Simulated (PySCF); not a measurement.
Compound: BH8NSi2.
Z-matrix (Å and degrees, PBE0-D3(BJ)/def2-SVP geometry), rows numbered from 1:
```
B 
Si  1  1.9926
N   2  1.7412  1  114.16
Si  2  2.3588  1  103.64  3   115.69
H   1  1.2090  2  123.46  3    -8.68
H   1  1.2099  2  118.56  3   175.66
H   2  1.5092  1  109.78  3  -132.10
H   3  1.0143  2  119.17  1   171.96
H   3  1.0145  2  118.98  1   -48.31
H   4  1.4962  2  110.91  1    71.26
H   4  1.4964  2  111.22  1   -49.67
H   4  1.4986  2  109.51  1  -168.89
```

The calculation used core-valence-separated Tamm–Dancoff BHandHLYP/aug-pcX-1 (pcseg-1 on H, def2-SVPD on Si) in PySCF, non-relativistic, gas phase, PBE0-D3(BJ)/def2-SVP geometry. No shift to experiment was applied.

Q: Give energies, oscillator strengths and core holes at the B K edge.

A: 
```tsv
E (eV)	f	core hole on	main final orbital
184.81	0.0865	B1	LUMO (85 %)
191.09	0.0019	B1	LUMO+1 (65 %)
191.33	0.0020	B1	LUMO+2 (77 %)
191.69	0.0220	B1	LUMO+3 (39 %)
191.86	0.0226	B1	LUMO+4 (39 %)
192.15	0.0031	B1	spread
192.32	0.0078	B1	spread
```

The first line with a tenth or more of the strongest one's intensity is at 184.81 eV (f = 0.086), with the hole on B1 (three-coordinate boron). It is also the strongest listed.

Q: Give energies, oscillator strengths and core holes at the N K edge.

A: 
```tsv
E (eV)	f	core hole on	main final orbital
398.24	0.0026	N3	LUMO (85 %)
399.01	0.0046	N3	LUMO+1 (76 %)
400.04	0.0336	N3	LUMO+9 (34 %)
400.37	0.0299	N3	LUMO+6 (32 %)
400.85	0.0110	N3	spread
400.98	0.0120	N3	spread
401.53	0.0004	N3	LUMO+3 (37 %)
```

The first line with a tenth or more of the strongest one's intensity is at 399.01 eV (f = 0.005), with the hole on N3 (silicon-bound nitrogen). The strongest listed is at 400.04 eV (f = 0.034; N3).

Roots within 0.03 eV whose holes lie on the same, on equivalent or on shared atoms are summed into one line, and the highest roots are left out, as the search may have cut off their partners. Final orbitals are the ground state's empty Kohn–Sham orbitals.

Q: What length of transition dipole belongs to the line at 184.81 eV?

A: From f = (2/3) ΔE |μ|² in atomic units, with ΔE = 6.791 Eh and f = 0.0865: |μ| = 0.138 au = 0.35 D.

Only the lowest roots of each edge were sought.

One conformer stands for the species.
